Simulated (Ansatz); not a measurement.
Stepwise substitution at one centre (Ga OH-H). Gas-phase values, no solvent. One relaxed conformer stands for each flexible species; it need not be the lowest. Strings in code marks are SMILES.

Quantity: vertical ionisation energy (energy after one electron is removed minus that of the parent at the parent's geometry), in eV.

A: `[OH][GaH][OH]` (H–O–Ga–O torsion 0°, O–Ga–O–H torsion 0°)
B: `[GaH3]`
C: `[OH][Ga]([OH])[OH]`

Q: Rank these by vertical ionisation energy (energy after one electron is removed minus that of the parent at the parent's geometry) (lowest first), as frozen-core CCSD(T)/cc-pVTZ // CAM-B3LYP-D3(BJ)/def2-TZVP (Ansatz, a first-principles code) gives it.

A: B (11.38 eV), A (11.57 eV), C (11.72 eV)
